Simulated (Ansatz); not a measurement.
A geometry relaxed with PBE0-D4/def2-TZVP in Ansatz (an electronic-structure program), charge 0, multiplicity 1:

```xyz
8

H     -1.6054     0.5397    -1.4562
H     -1.6693     1.1444     0.9712
H     -1.9219    -1.2421     0.2706
Ge    -1.2113     0.0855    -0.0429
H      1.5756    -0.4874     1.4844
Cl     2.0924     1.5038    -0.5370
Si     1.1433    -0.2161     0.0910
H      1.5967    -1.3277    -0.7812
```

Question: Write the SMILES of this molecule.

Answer: `Cl[SiH2][GeH3]`
